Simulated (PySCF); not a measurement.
## Spin states of SiBr⁺

Unrestricted PBE0; PySCF, no relativity, basis sets Si def2-SVP, Br def2-SVP. Outer shells of the fragments: Si+ 3s2 3p1; Br 3d10 4s2 4p5.

Followed along the bond (rough minima from three points):

```csv
2Ms+1,unpaired,⟨S²⟩ at the start,R at minimum (Å),Te (eV)
1,none,0.00,2.13,0.00
3,"σ ↑, π ↑",2.01,2.17,3.35
```

Solutions found at the starting distance of 2.330 Å, counted from the lowest of them; the search is not exhaustive and high or unbound solutions are not listed, so other states can lie among these:

```json
{"2Ms+1": "1", "unpaired": "none", "term": "¹Σ⁺", "E (eV)": "0.00", "⟨S²⟩": "0.00", "⟨Lz²⟩": "0.00", "μ (D)": "-6.37"}
{"2Ms+1": "3", "unpaired": "σ ↑, π ↑", "term": "³Π", "E (eV)": "3.15", "⟨S²⟩": "2.01", "⟨Lz²⟩": "1.01", "μ (D)": "-5.72"}
{"2Ms+1": "3", "unpaired": "π ↑↑", "term": "mixed", "E (eV)": "3.38", "⟨S²⟩": "2.01", "⟨Lz²⟩": "2.01", "μ (D)": "-2.44"}
{"2Ms+1": "3", "unpaired": "π ↑↑", "term": "mixed", "E (eV)": "3.57", "⟨S²⟩": "2.01", "⟨Lz²⟩": "2.01", "μ (D)": "-2.53"}
{"2Ms+1": "1", "unpaired": "π ↑↓", "term": "mixed", "E (eV)": "3.59", "⟨S²⟩": "1.01", "⟨Lz²⟩": "2.01", "μ (D)": "-2.55"}
{"2Ms+1": "3", "unpaired": "σ ↑↑", "term": "³Σ⁺", "E (eV)": "5.82", "⟨S²⟩": "2.00", "⟨Lz²⟩": "0.00", "μ (D)": "-5.51"}
```

A term symbol is given only where ⟨S²⟩ and ⟨Lz²⟩ are close to those of a pure state; real π, δ and φ orbitals otherwise mix terms. A positive dipole points towards Br; it is taken about the centre of mass and depends on that origin.

**Question.** Compare the gap between the two lowest followed solutions at the starting distance with the gap between their minima.

**Answer.** At PBE0 the second solution (triplet, unpaired electrons σ ↑, π ↑) lies +3.15 eV from the first (singlet, closed shell) at 2.330 Å and +3.35 eV at the minima; the two curves relax by different amounts, since their minima lie near 2.17 and 2.13 Å.

Counting both spins, an empty level lies below a filled one in some of these solutions, because spin and occupation are held.
